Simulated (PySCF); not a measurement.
## Core-level binding energies of BMe2(NH2)

Species: BMe2(NH2), C₂H₈BN.
Z-matrix (Å and degrees, PBE0-D3(BJ)/def2-SVP geometry), rows numbered from 1:
```
B 
C   1  1.5837
H   2  1.1017  1  114.39
H   2  1.1039  1  109.97  3  -121.20
H   2  1.1030  1  110.82  3   122.27
C   1  1.5840  2  120.40  3  -176.13
H   6  1.1015  1  114.37  2  -179.59
H   6  1.1035  1  110.25  2    58.72
H   6  1.1034  1  110.47  2   -57.71
N   1  1.4004  2  119.78  3     4.15
H  10  1.0116  1  123.16  2    -0.40
H  10  1.0117  1  123.11  2   179.41
```

Computed, not measured: delta-SCF UKS SCAN, pcX-2 on the ionised atom, pcseg-1 elsewhere, spin-free X2C (PySCF 2.14.0). Each binding energy is the total energy of the core-ionised species, with the hole localised on one atom, minus that of the ground state; both are solved self-consistently, so orbital relaxation is included.

Task: What binding energy does each computed site have?

Result: 
```json
{"atom(s)": "N10", "bonded to": "2 H and B", "level": "N 1s", "binding energy (eV)": "404.93", "count": "1"}
{"atom(s)": "C2/C6", "bonded to": "3 H and B", "level": "C 1s", "binding energy (eV)": "289.77", "count": "2"}
{"atom(s)": "B1", "bonded to": "N and 2 C", "level": "B 1s", "binding energy (eV)": "195.25", "count": "1"}
```

Task: Which photon wavelength matches the B 1s of B1 threshold?

Result: λ = hc/E = 12398.42 eV Å / 195.25 eV = 63.500 Å.

The first atom of each set that the bonding makes equivalent was ionised and stands for the set. Geometry: PBE0-D3(BJ)/def2-SVP; no solvent, vibrations or thermal averaging.
